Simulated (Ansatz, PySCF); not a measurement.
C4H4ClF, SMILES CC(Cl)=C=CF.

Coordinates come from a B3LYP-D3(BJ)/def2-SVP optimisation. This is a generated structure with no PubChem entry under its InChIKey; it may be hypothetical.

Vertical ionisation energy (IE) and electron affinity (EA) in eV. Rows of orbital energies are one-electron estimates. Where ΔSCF, EOM or ADC give a negative EA the extra electron is unbound and the value depends on the basis.

```json
[
 {"level": "−ε(HOMO), −ε(LUMO), PBE0/def2-TZVP (PySCF)", "IE": "7.70", "EA": "0.73"},
 {"level": "−ε(HOMO), −ε(LUMO), PBE/def2-TZVP (PySCF)", "IE": "…", "EA": "…"},
 {"level": "ΔSCF, CAM-B3LYP/def2-SVPD (Ansatz), final states of multiplicity 2 and 2", "IE": "9.92", "EA": "-0.91"},
 {"level": "ΔSCF, PBE/def2-SVPD (Ansatz), final states of multiplicity 2 and 2", "IE": "9.58", "EA": "-0.80"}
]
```

Problem. Fill in the missing entries. (Estimate from the structure and the level; the computed values follow.)

Solution. 
- −ε(HOMO), −ε(LUMO), PBE/def2-TZVP (PySCF), IE: 6.50
- −ε(HOMO), −ε(LUMO), PBE/def2-TZVP (PySCF), EA: 1.69

Problem. What vertical singlet–triplet gap does ΔSCF give with CAM-B3LYP/def2-SVPD (Ansatz, a program for electronic structure) and with PBE/def2-SVPD (Ansatz)? (An estimate is asked for; the answer gives what the named calculation found.)

Solution. 4.12 and 4.08 eV (triplet above singlet where positive).
